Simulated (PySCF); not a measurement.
## What went wrong, or what changed?

The sound run of ReO3F (singlet) uses PySCF 2.14.0, RKS BP86, Re def2-SVP with ECP60, O def2-SVP, F def2-SVP; non-relativistic Hamiltonian with scalar-relativistic core potentials where named; density fitting; no spin-orbit coupling, grid (50, 194), threshold 1e-8 and 55 cycles at the relaxed geometry. This run, with dm0 from free metal ions and neutral atoms, differs:

```python
mol = gto.M(atom='''
Re    -0.00350     0.00350    -0.00350
O      1.00537     0.95571     1.00537
O     -0.95571    -1.00537     1.00537
O      1.00537    -1.00537    -0.95571
F     -1.08148     1.08148    -1.08148''',
    basis={'Re': 'def2-SVP', 'O': 'def2-SVP', 'F': 'def2-SVP'},
    ecp={'Re': 'def2-SVP'},
    charge=5, spin=0)
mf = dft.RKS(mol, xc='B88,P86')
mf.grids.atom_grid = (50, 194)
mf = mf.density_fit()  # fitting sets: Re def2-universal-JKFIT, O def2-universal-JKFIT, F def2-universal-JKFIT
mf.conv_tol = 1e-08; mf.max_cycle = 67
mf.kernel(dm0)
```

What was changed, and how did it end?

The charge was changed. The program refused it. The cycle limit differs too. These settings are unsound on purpose: the numbers aren't the compound's.
```
RuntimeError: Electron number 43 and spin 0 are not consistent
Note mol.spin = 2S = Nalpha - Nbeta, not 2S+1
```

Run from Python with OMP_NUM_THREADS=2; the lines above give its settings.
